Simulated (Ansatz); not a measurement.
A run of Ansatz (development build ahead of 0.2.0) on singlet Mg₄ at this shape:

```yaml
atoms:
  - { symbol: Mg, position_ang: [1.0960, 1.0960, 1.0960] }
  - { symbol: Mg, position_ang: [1.0960, -1.0960, -1.0960] }
  - { symbol: Mg, position_ang: [-1.0960, 1.0960, -1.0960] }
  - { symbol: Mg, position_ang: [-1.0960, -1.0960, 1.0960] }
```

Its results:

- Converged: yes
- Total energy: -798.35750 hartree

Forces (eV/Å):
```tsv
atom	Fx	Fy	Fz
Mg1	0.322	0.322	0.322
Mg2	0.322	-0.322	-0.322
Mg3	-0.322	0.322	-0.322
Mg4	-0.322	-0.322	0.322
```

(1) Which input gives this output? Name the method, the orbitals and the basis set, and write the input.

## Answers

(1) RHF in 6-31G. An unrestricted run that stays on the closed shell gives the same numbers.

```yaml
crystal:
  periodic: [false, false, false]
  atoms:
    - { symbol: Mg, position_ang: [1.09602, 1.09602, 1.09602] }
    - { symbol: Mg, position_ang: [1.09602, -1.09602, -1.09602] }
    - { symbol: Mg, position_ang: [-1.09602, 1.09602, -1.09602] }
    - { symbol: Mg, position_ang: [-1.09602, -1.09602, 1.09602] }
basis:
  gaussian: { orbitals: "6-31G" }
hamiltonian:
  xc: hf
output:
  forces: true
```
